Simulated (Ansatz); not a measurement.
Mulliken charges of C2H3AlF2O (`C[C]1(F)[O][Al]1[F]`) from ωB97M-V/def2-TZVPP in Ansatz (PBE0-D4/def2-TZVP geometry).

| atom | x (Å) | y (Å) | z (Å) | charge (e) |
| --- | --- | --- | --- | --- |
| C1 | -0.005 | -1.092 | 0.668 | -0.235 |
| C2 | 0.274 | -0.054 | -0.365 | 0.231 |
| F3 | 1.098 | -0.598 | -1.318 | -0.212 |
| O4 | -0.902 | 0.499 | -0.992 | -0.365 |
| Al5 | -0.013 | 1.825 | -0.393 | 0.557 |
| F6 | -0.130 | 3.455 | -0.372 | -0.278 |
| H7 | 0.923 | -1.428 | 1.132 | 0.108 |
| H8 | -0.489 | -1.947 | 0.183 | 0.113 |
| H9 | -0.669 | -0.704 | 1.441 | 0.081 |

By hand: the dipole of these point charges (1 e Å = 4.8032 D).

Σ q r = (0.180, -0.186, 0.544) e Å, of length 0.602 e Å = 2.89 D.

How does the dipole of the full density compare? (Estimate.)

Ansatz gave: (0.101, 0.179, 0.433) e Å, 2.30 D; the point charges give 1.26 times that, at 40° from its direction.

Point charges leave out the atoms' own dipoles, such as those of lone pairs, and Mulliken's split depends on the basis, so the two needn't agree.
